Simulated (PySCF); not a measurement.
# Static response to an electric field

Compound: C3H7FSi.
Numbering: `[CH3:1][Si@@H:2]1[CH2:3][C@@H:4]1[F:5]` (hydrogens: H6, H7, H8 on C1; H9 on Si2; H10, H11 on C3; H12 on C4)

Structure used (GFN2-xTB), in Å, numbered top down from 1:
```xyz
12
C3H7FSi angstrom
C      1.523    0.100   -1.114
Si     0.542   -0.399    0.419
C     -1.321   -0.653    0.251
C     -0.943    0.676    0.915
F     -1.261    1.798    0.183
H      0.914    0.710   -1.775
H      2.402    0.678   -0.844
H      1.859   -0.772   -1.669
H      1.218   -1.081    1.510
H     -1.790   -0.546   -0.717
H     -1.865   -1.346    0.878
H     -1.276    0.835    1.935
```

Level: CAM-B3LYP/def2-SVPD (PySCF), static field, nuclei fixed, core orbitals frozen in the response. The polarisability tensor in these axes (au):

```
x   72.57 -2.70 -5.25
y   -2.70 57.64 -1.12
z   -5.25 -1.12 59.97
```

Question: What are the eigenvalues, a third of the trace, and Δα (Δα² = ½Σ(αi − αj)² over the three pairs)?

Answer: Principal values 55.73, 59.71 and 74.74 au; mean 63.39 au = 9.39 Å³ = 10.45 × 10⁻⁴⁰ C²·m²/J; Δα = 17.37 au (27 % of the mean).

Question: What is the dipole moment, and where does it point?

Answer: (1.34, -1.67, 0.01) D, 2.14 D in size, pointing from the negative to the positive side. Measured along this direction, the outermost atoms are F5 at the negative end and H8 at the positive end.

Question: Sum over states: ᾱ = Σ f/ω², ω in Eh. What share falls to these 8 lowest TDDFT singlets (eV, f)? 6.11, 0.0072; 6.54, 0.1670; 6.68, 0.0077; 7.11, 0.0065; 7.26, 0.0137; 7.36, 0.0202; 7.53, 0.0085; 7.92, 0.0141.

Answer: They add up to 4.00 au, 6.3 % of the 63.39 au; the largest single term is 2.89 au, from the state at 6.54 eV. Terms in order: 0.14, 2.89, 0.13, 0.10, 0.19, 0.28, 0.11, 0.17 au. Higher excitations give the rest. The strengths listed sum to 0.245.

Question: What are the principal values of the traceless quadrupole moment, Θ = ½Σq(3rr − r²1), about the centre of nuclear charge?

Answer: -6.00, 0.92, 5.08 D·Å. The values depend on the origin, since the dipole doesn't vanish. The electronic extent ⟨r²⟩ about the same centre is 571 bohr², a root-mean-square distance of 1.83 Å for the 48 electrons.

Question: Find the Langevin capture rate constant for O2+ (31.990 u) meeting this molecule (90.030 u), k = 2.342 × 10⁻⁹ cm³/s × √(α in Å³ / reduced mass in u).

Answer: The reduced mass is 23.60 u, so k = 1.48 × 10⁻⁹ cm³/s. The formula leaves out the permanent dipole, which adds to the capture rate.

Geometry: GFN2-xTB; no solvent, vibrations or thermal averaging.
